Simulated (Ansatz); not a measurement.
CH2AlN2, SMILES `N#[C][Al-][NH2]` (excited triplet) (charge -1, multiplicity 3). This triplet is an excited state, 1.49 eV above the relaxed singlet at the level frozen-core CCSD(T)/aug-cc-pVDZ // PBE0-D3(BJ)/def2-TZVPD (Ansatz, an electronic-structure program).

Method: r2SCAN0/aug-cc-pVTZ // PBE0-D3(BJ)/def2-TZVPD in Ansatz.

Ansatz 0.2 input:
```yaml
crystal:
  periodic: [false, false, false]
  atoms:
    - { symbol: N, position_ang: [2.921495, 0.169685, -1.135988] }
    - { symbol: C, position_ang: [1.861287, 0.383985, -0.705708] }
    - { symbol: Al, position_ang: [0.104706, 0.844917, 0.06226] }
    - { symbol: N, position_ang: [-1.249409, -0.387381, -0.168971] }
    - { symbol: H, position_ang: [-2.030261, -0.141814, -0.760613] }
    - { symbol: H, position_ang: [-1.607827, -0.869395, 0.642992] }
basis:
  gaussian: { orbitals: aug-cc-pVTZ }
hamiltonian:
  xc: r2scan0
total_charge: -1
magnetization:
  spin_polarized: true
  initial_magnetization: 2
```

Output:

```
Functional definition: r2SCAN0
1090 factors; their error is unknown
mean field evaluation 1: about -10638.9723 eV, gradient 3.5e1 eV
mean field evaluation 2: about -10629.6766 eV, gradient 5.5e1 eV
mean field evaluation 4: about -10644.6628 eV, gradient 5.9e0 eV
mean field evaluation 8: about -10644.8303 eV, gradient 1.4e-1 eV
mean field evaluation 16: about -10644.8315 eV, gradient 9.0e-4 eV
mean field -10644.83145179 eV, -391.1903405274 hartree, gradient 6.5e-5 eV, S^2 2.006419; 0 other end points of the search recorded, 0 dependent functions left out
reference -10644.83152312 eV, -391.1903431486 hartree; 19, 17 occupied and 215, 217 virtual orbitals, 1090 factors
Total energy: -10644.83152312 eV, -391.1903431486 hartree
```
